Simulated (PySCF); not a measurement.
Isomers of C5H14GeSi, from PBE0-D3(BJ)/def2-SVP geometry optimisation, gas phase in PySCF. One conformer each, no zero-point energy, no frequencies.

Question: Which is lower in electronic energy at this level?
A. `[GeH3:1][SiH2:2][CH:3]1[CH2:4][CH2:5][CH2:6][CH2:7]1` with Ge1–Si2–C3–C4 -59°, Si2–C3–C4–C5 -164°, C3–C4–C5–C6 23°, C4–C5–C6–C7 2°, C5–C6–C7–C3 -26°: A = 3594, B = 567.3, C = 511.1 MHz, dipole 1.21 D
B. `[SiH3:1][GeH2:2][CH:3]1[CH2:4][CH2:5][CH2:6][CH2:7]1` with Si1–Ge2–C3–C4 175°, Ge2–C3–C4–C5 -166°, C3–C4–C5–C6 27°, C4–C5–C6–C7 -2°, C5–C6–C7–C3 -23°: A = 2997, B = 768.9, C = 645.9 MHz, dipole 1.06 D

Answer: A. That is `[GeH3][SiH2]C1CCCC1`, 3.1 kcal/mol below the other.

```tsv
SMILES	mapped SMILES	E (Eh)	relative (kcal/mol)	relative (kJ/mol)	dipole (D)
[GeH3][SiH2]C1CCCC1	[GeH3:1][SiH2:2][CH:3]1[CH2:4][CH2:5][CH2:6][CH2:7]1	-2564.35476	0.0	0.0	1.21
[SiH3][GeH2][CH]1CCCC1	[SiH3:1][GeH2:2][CH:3]1[CH2:4][CH2:5][CH2:6][CH2:7]1	-2564.34982	3.1	13.0	1.06
```

As drawn, the lower has an Si–C bond, which the higher lacks.
